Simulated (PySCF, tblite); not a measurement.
System: O2Si, singlet: symmetric bend, bond length relaxed. Scanned: O-Si-O angle. Other coordinates (Si-O bond length) were minimised at PBE0/def2-TZVP.

Levels of theory: RKS-B3LYP/3-21G = PySCF with restricted B3LYP/3-21G; RMP2/6-31G* = PySCF with restricted MP2 (frozen core)/6-31G*, spherical d; GFN2-xTB, 300 K electronic temperature (tblite); CCSD(T) on RHF/cc-pVTZ, 7 core orbitals frozen (PySCF).

Energies relative to the lowest point of each profile, in eV; the last columns give the difference from CCSD(T):

| a / ° | RKS-B3LYP/3-21G | RMP2/6-31G* | GFN2-xTB | CCSD(T) | RKS-B3LYP/3-21G − CCSD(T) | RMP2/6-31G* − CCSD(T) | GFN2-xTB − CCSD(T) |
|---|---|---|---|---|---|---|---|
| 180 | 0.000 | 0.000 | 0.000 | 0.000 | 0.000 | 0.000 | 0.000 |
| 170 | 0.004 | 0.036 | 0.055 | 0.041 | -0.036 | -0.005 | 0.014 |
| 160 | 0.024 | 0.145 | 0.218 | 0.164 | -0.139 | -0.018 | 0.054 |
| 150 | 0.074 | 0.330 | 0.483 | 0.370 | -0.296 | -0.040 | 0.114 |
| 140 | 0.178 | 0.597 | 0.847 | 0.661 | -0.483 | -0.064 | 0.186 |
| 130 | 0.366 | 0.962 | 1.308 | 1.045 | -0.679 | -0.083 | 0.263 |
| 120 | 0.667 | 1.445 | 1.876 | 1.531 | -0.865 | -0.087 | 0.345 |
| 110 | 1.105 | 2.074 | 2.584 | 2.142 | -1.037 | -0.069 | 0.442 |
| 100 | — | 2.902 | 3.489 | 2.913 | — | -0.012 | 0.576 |
| 90 | — | 4.045 | 4.678 | 3.904 | — | 0.141 | 0.774 |
| 80 | — | 5.736 | 5.939 | 5.051 | — | 0.685 | 0.888 |

RKS-B3LYP/3-21G is furthest from CCSD(T) at 110 (-1.037 eV, below); its mean absolute difference over the points is 0.442 eV.

RMP2/6-31G* is furthest from CCSD(T) at 80 (0.685 eV, above); its mean absolute difference over the points is 0.109 eV.

GFN2-xTB is furthest from CCSD(T) at 80 (0.888 eV, above); its mean absolute difference over the points is 0.332 eV.

A dash means that the run gave no value there, or that the column was ended at a point which the program doubted or which failed a test of continuity chosen for this set; such a test can also cut sound points.
